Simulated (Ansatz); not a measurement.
Gas-phase reaction in SMILES: N[Si](N)(F)F -> N[Si](N)F + F atom (the F-Si bond at the site shown breaks; other sites are not compared here)
Geometries: B3LYP-D3(BJ)/def2-TZVP minima from Ansatz (an electronic-structure program), one conformer each, not searched for the lowest. Frequencies are from Ansatz.

Quantity: bond dissociation energy (0 K, with B3LYP-D3(BJ) harmonic zero-point energies), in kJ/mol. Cores are frozen in the correlated levels unless marked. Open shells are spin-unrestricted. Spin-orbit coupling is left out. Non-relativistic. CBS marks a two-point X^-3 extrapolation of the correlation energy; Hartree-Fock from the larger set. The bracket is a focal-point correction in the basis named.

RI-MP2/CBS(aug-cc-pV(T+d)Z,aug-cc-pV(Q+d)Z)+[CCSD(T)-MP2]/aug-cc-pV(T+d)Z (Ansatz) gives 697.7 kJ/mol.

Q: Another calculation gave 656.3 kJ/mol. Which level was it?
A. PBE0/def2-TZVPD (Ansatz)
B. SVWN5/def2-TZVPD (Ansatz)
C. revPBE/def2-TZVPD (Ansatz)
D. B2GP-PLYP/def2-TZVPD (Ansatz)

A: A, PBE0/def2-TZVPD (Ansatz). The others give 677.4 (B2GP-PLYP), 759.7 (SVWN5), 633.5 (revPBE) kJ/mol.
